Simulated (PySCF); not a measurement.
ISn, doublet, geometry from GFN2-xTB (such geometries of metal compounds can be far from the true shape) (the spin is typed, not shown lowest) (core potentials on I, Sn); PySCF with WB97X/def2-SVP.

The PySCF input:
```python
from pyscf import gto, scf, dft

mol = gto.Mole()
mol.atom = '''
    Sn   -0.00000000   -0.00000000   -1.39442545
    I     0.00000000    0.00000000    1.31549570
'''
mol.basis = 'def2-svp'
mol.ecp = {'I': 'def2-svp', 'Sn': 'def2-svp'}
mol.spin = 1
mol.verbose = 4
mol.build()

mf = dft.UKS(mol)
mf.xc = 'wb97x'
mf.grids.level = 4
mf.kernel()
mf.analyze()
```

Q: What does PySCF print? Leave out banner, timings and long lists.

A: 
```
PySCF version 2.14.0

[INPUT] verbose = 4
[INPUT] num. atoms = 2
[INPUT] num. electrons = 47
[INPUT] charge = 0
[INPUT] spin (= nelec alpha-beta = 2S) = 1
[INPUT] symmetry False subgroup None
[INPUT] Mole.unit = angstrom
[INPUT] Symbol           X                Y                Z      unit          X                Y                Z       unit  Magmom
[INPUT]  1 Sn     0.000000000000   0.000000000000  -1.394425450000 AA    0.000000000000   0.000000000000  -2.635082201623 Bohr   0.0
[INPUT]  2 I      0.000000000000   0.000000000000   1.315495700000 AA    0.000000000000   0.000000000000   2.485926591043 Bohr   0.0

nuclear repulsion = 107.400713856933
number of shells = 20
number of NR pGTOs = 122
number of NR cGTOs = 52
basis = def2-svp
ecp = {'I': 'def2-svp', 'Sn': 'def2-svp'}

******** <class 'pyscf.dft.uks.UKS'> ********
method = UKS
initial guess = minao
damping factor = 0
level_shift factor = 0
DIIS = <class 'pyscf.scf.diis.CDIIS'>
diis_start_cycle = 1
diis_space = 8
diis_damp = 0
SCF conv_tol = 1e-09
SCF conv_tol_grad = None
SCF max_cycles = 50
direct_scf = True
direct_scf_tol = 1e-13
number electrons alpha = 24  beta = 23
XC library pyscf.dft.libxc version 7.1.2
    S. Lehtola, C. Steigemann, M. J. T. Oliveira, and M. A. L. Marques,  SoftwareX 7, 1–5 (2018)
XC functionals = wb97x
    J.-D. Chai and M. Head-Gordon,  J. Chem. Phys. 128, 084106 (2008)
radial grids:
    Treutler-Ahlrichs [JCP 102, 346 (1995); DOI:10.1063/1.469408] (M4) radial grids

becke partition: Becke, JCP 88, 2547 (1988); DOI:10.1063/1.454033
pruning grids: <function nwchem_prune>
grids dens level: 4
symmetrized grids: False
atomic radii adjust function: <function treutler_atomic_radii_adjust>
small_rho_cutoff = 0
Set gradient conv threshold to 3.16228e-05
tot grids = 63720
init E= -457.611381544974

cycle= 1 E= -510.47694364538  delta_E= -52.9  |g|= 2.19  |ddm|= 7.14
cycle= 2 E= -510.659801909129  delta_E= -0.183  |g|= 1.54  |ddm|= 4.94
cycle= 3 E= -511.924883025237  delta_E= -1.27  |g|= 0.471  |ddm|= 2.48
cycle= 4 E= -512.104592891556  delta_E= -0.18  |g|= 0.0775  |ddm|= 0.936
cycle= 5 E= -512.10906900778  delta_E= -0.00448  |g|= 0.023  |ddm|= 0.154
cycle= 6 E= -512.10983966041  delta_E= -0.000771  |g|= 0.00611  |ddm|= 0.0498
cycle= 7 E= -512.109978677225  delta_E= -0.000139  |g|= 0.00257  |ddm|= 0.0266
cycle= 8 E= -512.109998605901  delta_E= -1.99e-05  |g|= 0.000907  |ddm|= 0.00984
cycle= 9 E= -512.110002115567  delta_E= -3.51e-06  |g|= 0.000183  |ddm|= 0.00522
cycle= 10 E= -512.11000222422  delta_E= -1.09e-07  |g|= 4.48e-05  |ddm|= 0.000936
cycle= 11 E= -512.110002229245  delta_E= -5.03e-09  |g|= 1.91e-05  |ddm|= 0.000155
cycle= 12 E= -512.110002230828  delta_E= -1.58e-09  |g|= 6.7e-06  |ddm|= 0.000108
cycle= 13 E= -512.110002231059  delta_E= -2.32e-10  |g|= 1.76e-06  |ddm|= 4.98e-05
Extra cycle  E= -512.110002231069  delta_E= -9.32e-12  |g|= 9.84e-07  |ddm|= 5.76e-06
converged SCF energy = -512.110002231069  <S^2> = 0.75271796  2S+1 = 2.0027161
**** SCF Summaries ****
Total Energy =                        -512.110002231068734
Nuclear Repulsion Energy =             107.400713856932697
One-electron Energy =                -1108.780540593158321
Two-electron Energy =                  489.269824505156862
Two-electron Coulomb Energy =          529.638977217781076
DFT Exchange-Correlation Energy =      -40.369152712624221
**** MO energy ****
                             alpha | beta                alpha | beta
MO #1   energy= -6.92922064059009  | -6.92894725049142  occ= 1 | 1
MO #2   energy= -5.22774164391485  | -5.22574423691777  occ= 1 | 1
MO #3   energy= -4.95939036564441  | -4.95930464744552  occ= 1 | 1
MO #4   energy= -4.95352076741142  | -4.9534039318985   occ= 1 | 1
MO #5   energy= -4.95126558684477  | -4.95072508894797  occ= 1 | 1
MO #6   energy= -3.58194887442456  | -3.5811613812029   occ= 1 | 1
MO #7   energy= -3.5745217806046   | -3.57372965054921  occ= 1 | 1
MO #8   energy= -3.56944458999709  | -3.56533764857132  occ= 1 | 1
MO #9   energy= -2.01579116735937  | -2.01569500570305  occ= 1 | 1
MO #10  energy= -2.01429441009394  | -2.01424174364463  occ= 1 | 1
MO #11  energy= -2.01239257470433  | -2.01201728643181  occ= 1 | 1
MO #12  energy= -2.00734535231964  | -2.00696824657854  occ= 1 | 1
MO #13  energy= -2.00720276169051  | -2.0067907427502   occ= 1 | 1
MO #14  energy= -1.16537895798626  | -1.16459643072156  occ= 1 | 1
MO #15  energy= -1.16347384431454  | -1.16277660257227  occ= 1 | 1
MO #16  energy= -1.15889098092053  | -1.15496984116768  occ= 1 | 1
MO #17  energy= -1.15304511071758  | -1.14915136599111  occ= 1 | 1
MO #18  energy= -1.15283927692435  | -1.14859127708974  occ= 1 | 1
MO #19  energy= -0.80440011100315  | -0.801171427600233 occ= 1 | 1
MO #20  energy= -0.565075697292662 | -0.538784588489866 occ= 1 | 1
MO #21  energy= -0.369063208954613 | -0.36133665397693  occ= 1 | 1
MO #22  energy= -0.368412854382343 | -0.361120047143582 occ= 1 | 1
MO #23  energy= -0.362037084064635 | -0.354833619557567 occ= 1 | 1
MO #24  energy= -0.252506972405744 | -0.0460571312800404 occ= 1 | 0
MO #25  energy= -0.0459953746867745 | -0.0314670922835818 occ= 0 | 0
MO #26  energy= 0.033681703549119  | 0.0351404865607021 occ= 0 | 0
MO #27  energy= 0.206237611544021  | 0.192890296287338  occ= 0 | 0
MO #28  energy= 0.27389597687757   | 0.271225445138548  occ= 0 | 0
MO #29  energy= 0.306616350576513  | 0.302648225247989  occ= 0 | 0
MO #30  energy= 0.307860012089651  | 0.311557001675001  occ= 0 | 0
MO #31  energy= 0.367003639860227  | 0.374236862043466  occ= 0 | 0
MO #32  energy= 0.37245582387101   | 0.38965943034904   occ= 0 | 0

spin_pop of  0 Sn 4s       -0.00001
spin_pop of  0 Sn 5s        0.00212
spin_pop of  0 Sn 6s        0.00046
spin_pop of  0 Sn 7s       -0.00016
spin_pop of  0 Sn 4px      -0.00002
spin_pop of  0 Sn 4py       0.01021
spin_pop of  0 Sn 4pz       0.00042
spin_pop of  0 Sn 5px       0.00060
spin_pop of  0 Sn 5py       0.00153
spin_pop of  0 Sn 5pz       0.00007
spin_pop of  0 Sn 6px       0.00220
spin_pop of  0 Sn 6py       0.87200
spin_pop of  0 Sn 6pz       0.03391
spin_pop of  0 Sn 7px       0.00063
spin_pop of  0 Sn 7py       0.00451
spin_pop of  0 Sn 7pz      -0.00033
spin_pop of  0 Sn 4dxy     -0.00055
spin_pop of  0 Sn 4dyz     -0.00111
spin_pop of  0 Sn 4dz^2    -0.00364
spin_pop of  0 Sn 4dxz     -0.00364
spin_pop of  0 Sn 4dx2-y2    0.00013
spin_pop of  0 Sn 5dxy      0.00047
spin_pop of  0 Sn 5dyz      0.00172
spin_pop of  0 Sn 5dz^2     0.00270
spin_pop of  0 Sn 5dxz      0.00345
spin_pop of  0 Sn 5dx2-y2   -0.00016
spin_pop of  1 I 4s       -0.00000
spin_pop of  1 I 5s        0.00000
spin_pop of  1 I 6s       -0.00001
spin_pop of  1 I 7s       -0.00003
spin_pop of  1 I 4px       0.00006
spin_pop of  1 I 4py       0.00045
spin_pop of  1 I 4pz       0.00005
spin_pop of  1 I 5px      -0.00052
spin_pop of  1 I 5py       0.00002
spin_pop of  1 I 5pz      -0.00000
spin_pop of  1 I 6px      -0.00049
spin_pop of  1 I 6py       0.06198
spin_pop of  1 I 6pz       0.00414
spin_pop of  1 I 7px      -0.00539
spin_pop of  1 I 7py       0.00615
spin_pop of  1 I 7pz       0.00021
spin_pop of  1 I 4dxy      0.00006
spin_pop of  1 I 4dyz     -0.00002
spin_pop of  1 I 4dz^2     0.00237
spin_pop of  1 I 4dxz     -0.00021
spin_pop of  1 I 4dx2-y2    0.00002
spin_pop of  1 I 5dxy      0.00009
spin_pop of  1 I 5dyz      0.00018
spin_pop of  1 I 5dz^2     0.00319
spin_pop of  1 I 5dxz      0.00021
spin_pop of  1 I 5dx2-y2   -0.00002
In total            24.00000 | 23.00000
Dipole moment(X, Y, Z, Debye):  0.00000,  0.00000, -2.41373
```
